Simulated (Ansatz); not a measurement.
Born–Oppenheimer molecular dynamics of C₂H₉ClOSi (14 atoms, charge 0, multiplicity 1). It starts at the highest image of a converged band, a first-order saddle point between two minima.

These are results of RKS r2SCAN-D4/6-31G* in Ansatz, not measurements.

```yaml
ensemble: NVE (velocity Verlet)
time_step: 0.5 fs
steps_asked: 200
starting_velocities_drawn_for: 100 K
seed: 10253
```

First frame:

```xyz
14
Properties=species:S:1:pos:R:3
Si -0.275 0.445 -0.171
O 1.076 0.557 1.269
C -1.090 -0.922 0.877
C 0.452 -0.422 -1.658
H -1.423 1.376 -0.334
H 1.496 1.452 1.089
Cl 1.078 2.461 -0.606
H 0.705 0.514 2.169
H -1.936 -1.325 0.301
H -0.418 -1.761 1.103
H -1.517 -0.560 1.824
H -0.118 -1.329 -1.897
H 0.485 0.238 -2.529
H 1.485 -0.721 -1.437
```

(1) How far do the bonds stretch over the last three quarters of this one trajectory? (Pairs bonded in most of those frames.)

Results:

(1) 
```json
{"bond": "Si1–O2", "mean (Å)": "2.135", "spread (Å)": "0.112", "shortest": "1.96", "longest": "2.38"}
{"bond": "Si1–C3", "mean (Å)": "1.911", "spread (Å)": "0.013", "shortest": "1.88", "longest": "1.94"}
{"bond": "Si1–C4", "mean (Å)": "1.871", "spread (Å)": "0.006", "shortest": "1.86", "longest": "1.88"}
{"bond": "Si1–H5", "mean (Å)": "1.493", "spread (Å)": "0.009", "shortest": "1.48", "longest": "1.51"}
{"bond": "Si1–Cl7", "mean (Å)": "2.334", "spread (Å)": "0.084", "shortest": "2.16", "longest": "2.42"}
{"bond": "O2–H6", "mean (Å)": "0.985", "spread (Å)": "0.012", "shortest": "0.96", "longest": "1.01"}
{"bond": "O2–H8", "mean (Å)": "0.972", "spread (Å)": "0.009", "shortest": "0.96", "longest": "0.99"}
{"bond": "C3–H9", "mean (Å)": "1.101", "spread (Å)": "0.021", "shortest": "1.07", "longest": "1.13"}
{"bond": "C3–H10", "mean (Å)": "1.098", "spread (Å)": "0.005", "shortest": "1.09", "longest": "1.11"}
{"bond": "C3–H11", "mean (Å)": "1.100", "spread (Å)": "0.017", "shortest": "1.07", "longest": "1.13"}
{"bond": "C4–H12", "mean (Å)": "1.099", "spread (Å)": "0.001", "shortest": "1.10", "longest": "1.10"}
{"bond": "C4–H13", "mean (Å)": "1.093", "spread (Å)": "0.006", "shortest": "1.08", "longest": "1.10"}
{"bond": "C4–H14", "mean (Å)": "1.098", "spread (Å)": "0.002", "shortest": "1.09", "longest": "1.10"}
```

Mean temperature of the second half: 109 K. The conserved energy stayed within 0.062 meV per atom of its start (net change 0.047 meV per atom), so the integration is sound. A run of 0.1 ps of so small a system gives no equilibrium averages. The orbitals stay closed-shell, which can raise the energy where a bond breaks towards radicals; this wasn't checked here.

Run time: 11 min on 2 threads of AMD EPYC 9R14 (Zen 4) (shared host), peak memory 0.19 GiB.
